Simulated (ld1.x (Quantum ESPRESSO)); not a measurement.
**praseodymium: PAW pseudisation with PBEsol, scalar-relativistic reference atom.**

- Element: Pr (Z = 59)
- Generator: ld1.x (Quantum ESPRESSO) 7.5
- Type: PAW
- Functional: PBEsol
- Relativity: scalar-relativistic
- Frozen core: [Kr] 4d10 4f2
- Valence charge: 11
- Reference configuration: 5s2 5p6 5d1 6s2 6p0
- Partial waves: 5s (bound): rcut 2.40, rcutus 2.75 bohr; 6s (bound): rcut 2.40, rcutus 2.75 bohr; 5p (bound): rcut 2.25, rcutus 2.65 bohr; 6p (bound, empty): rcut 2.25, rcutus 2.65 bohr; 5d (bound): rcut 2.55, rcutus 2.80 bohr; 5d channel at 1.8 Ry: rcut 2.55, rcutus 2.80 bohr
- Local potential: all-electron potential smoothed inside 2.00 bohr (lloc = -2)
- Core correction: Bessel-smoothed model core inside 2.35 bohr
- Augmentation charge: BESSEL, radius 2.30 bohr

All-electron outer shells of the reference configuration (PBEsol, scalar-relativistic, ld1.x):

```
shell  level (eV)  outermost node (bohr)  outermost maximum (bohr)
   4d     -116.78                   0.30                      0.64
   5s      -42.19                   0.73                      1.33
   5p      -23.97                   0.79                      1.51
   4f       -6.26                      –                      0.68
   6s       -3.83                   1.77                      3.66
   5d       -3.02                   0.90                      2.11
   6p       -1.33                   2.11                      4.82
```

Does the generator finish with these settings?

Yes, a potential is produced and its reference levels are reproduced.

Estimate the cutoffs (Ry, on a coarse ladder) from which the occupation-weighted sum of valence levels, in a spherical-Bessel basis at the reference potential, stays within 10 and 1 mRy of its value at 400 Ry.

12 Ry and 21 Ry.

What does a ghost test show?

No extra level below or beside the all-electron valence levels (s, p, d, f tested).

Is the overlap operator S = 1 + Σ q|β⟩⟨β| positive definite (Bessel basis up to 400 Ry)?

Yes: its lowest eigenvalue is 0.03 (p channel).

Its largest configuration-test error is +3.6 meV (5s2 5p6 5d1 6s1 6p0). Test run stopped at test 3 of 7 (negative rho).
